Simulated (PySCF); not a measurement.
NMR data simulated for an unnamed compound:

1H NMR (400 MHz, computed): δ 6.97 (q, 1H), 5.11 (m, 1H), 4.97 (m, 1H), 4.24 (s, 3H), 4.20 (d, 3H), 1.98 (s, 3H).

13C{1H} NMR (computed): δ 171.7 (C), 164.7 (C), 140.6 (CH), 116.2 (CH2), 25.3 (CH3).

[PySCF 2.14.0 with density-fitted response routines: structure optimised with GFN2-xTB; shielding tensors at PBE0/pcSseg-1 (GIAO); gas phase; non-relativistic Hamiltonian; one averaged value for each set of equivalent atoms; a single conformation]

Chemical shifts δ = σref − σ; 1H and 13C vs TMS, all at this level.

Task: Which of these does the molecule contain: a Si–CH3 group, a non-aromatic C=C double bond, an S-methyl group, a Si–H bond, a three-membered ring?

Result: 
- A Si–CH3 group: no.
- A non-aromatic C=C double bond: yes.
- An S-methyl group: no.
- A Si–H bond: yes (δH 4.24 (s)).
- A three-membered ring: no.

The data belong to `C=C(C)/C([SiH3])=C/[SiH3]`, C$_{5}$H$_{12}$Si$_{2}$; they needn't prove each group on their own.

Carbon signals by region: 2 in the far downfield region (above 160 ppm), 2 in the sp2 and nitrile region (100–160 ppm), 1 below 50 ppm. Above 160 ppm: 171.7, fully substituted alkene carbon, 164.7, fully substituted alkene carbon.

Shifts are as computed. Against solution values, carbons near 30 ppm lie about +3 ppm off and those near 130 ppm about +5 ppm (rms about the fit 2.1 ppm; single classes can miss by 10 ppm). Of 1328 compounds with measured shifts, 309 miss one by over three times the rms of a fit or turn the order of signals round; such compounds aren't used in these exercises. Signals without a measured value on file couldn't be tested in this way; 1H shifts scatter by 0.2 ppm about their fit, and single ones miss by 0.5 ppm. Multiplicities follow the n + 1 count of equivalent neighbours, as no J values were calculated; m marks all less simple cases, F and P coupling included.
